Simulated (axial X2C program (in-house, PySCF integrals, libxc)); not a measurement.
Worked dissociation energy of LiPt⁺: CCSD, 2c

All values were computed with an axial X2C code built on PySCF integrals. Two-component (2c) means X2C with spin–orbit coupling and atomic mean-field two-electron Coulomb and Gaunt terms. Basis: Pt dyall-cv3z [13s14p9d6f4g], Li dyall-cv3z [7s8p2d] (cores contracted in-house); Gaussian nuclei, density fitting, unrestricted open shells. Masses: Pt 194.965 u, Li 7.016 u.

Molecular state: Ω = 3 (⟨Sz⟩ = 0.99, ⟨Lz⟩ = 2.01 at HF).

Correlated methods: 10 electrons correlated (number of frozen shells: Pt 5 s, 4 p, 2 d, 1 f; Li 1 s), 266 virtual spin orbitals or spinors in MP2, 90 natural virtuals in coupled cluster.

```
E(Pt) (2M_J = 6)  : -18412.135365 hartree
E(Li+) (2M_J = 0) : -7.236943 hartree
E(LiPt⁺) at Re    : -18419.407657 hartree
ωe                : 324.0 cm⁻¹
ωexe              : 3.66 cm⁻¹
```

Work out De and D0.

De = -18412.135365 + (-7.236943) − (-18419.407657) = 0.03535 hartree = 0.962 eV. The zero-point energy is ωe/2 − ωexe/4 = 161 cm⁻¹ = 0.020 eV, so D0 = 0.942 eV.

One determinant describes the state; a PBE0 search over occupations chose it and may have missed a lower one. Dissociation energies refer to the lowest single-determinant-based atoms at the same level and basis. CCSD ran in a truncated set of natural virtual spinors with an MP2 remainder; without triples it tends to underbind. PBE0 can misorder states that lie within some tenths of an eV, so this need not be the ground state of the molecule. The nearest other 2c determinant of the search, Ω = 2, lies 0.33 eV up at the distance of the search. With several unpaired electrons one determinant need not be a pure state.

Each atomic determinant is the lowest at this level and need not be a pure J level. Totals compare only within one Hamiltonian and basis.
